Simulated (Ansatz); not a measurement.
Species: CHO2, SMILES `O=[C]O` (O–C–O–H torsion 0°) (charge 0, multiplicity 2), formula CHO2.

Task: How many basis functions does frozen-core CCSD(T)/def2-TZVPP // CAM-B3LYP-D3(BJ)/def2-TZVP run with Ansatz (a quantum-chemistry and plane-wave program) use, how many core orbitals are frozen, and how many electrons are correlated?

Result: 107 basis functions and 3 frozen orbitals, which leaves 17 correlated electrons. Core time is of the order of seconds.
